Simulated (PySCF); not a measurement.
Worked example: entropy of an ideal gas

C4H2ClF, SMILES C#C/C(Cl)=C\F.

Coordinates come from a ωB97X-D3(BJ)/def2-SVP optimisation. The structure was generated by enumeration; whether it is a known compound was not checked.

PySCF 2.14.0 with ωB97X-D3(BJ)/def2-SVP gives the harmonic wavenumbers 137, 247, 251, 292, 439, 520, 603, 715, 762, 786, 894, 1095, 1232, 1360, 1766, 2272, 3255, 3484 cm⁻¹ and the rotational temperatures 0.1665, 0.1147, 0.0679 K. The molar mass is 104.51 g/mol, the symmetry number 1, the spin multiplicity 1.

Q: Work out the entropy at 298.15 K and 1 atm in the rigid-rotor, harmonic-oscillator model.

A: 
Translation (Sackur–Tetrode at 1 atm): S = R[1.5 ln M + 2.5 ln T − 1.16487] = 166.7 J/(mol K).
Rotation: q = (√π/σ) T^1.5/√(θA θB θC) = 253000, S = R[ln q + 3/2] = 115.9 J/(mol K).
Vibration: with u = 1.4388 ν/T, each mode gives R[u/(e^u − 1) − ln(1 − e^−u)]:
```tsv
ν (cm⁻¹)	modes	u	S (J/(mol K))
137	1	0.66	11.90
247	1	1.19	7.33
251	1	1.21	7.21
292	1	1.41	6.12
439	1	2.12	3.47
520	1	2.51	2.55
603	1	2.91	1.86
715	1	3.45	1.21
762	1	3.68	1.01
786	1	3.79	0.92
894	1	4.31	0.60
1095	1	5.28	0.27
1232	1	5.95	0.15
1360	1	6.56	0.09
1766	1	8.52	0.02
```
The stiffer modes add less than 0.005 each. Sum 44.7 J/(mol K).
Spin: R ln 1 = 0.0 J/(mol K).
Total 327.4 J/(mol K); the program's own thermochemistry gives 327.4. Translation makes up 51 % and vibration 14 %. Anharmonicity, hindered rotation and orbital degeneracy are left out.
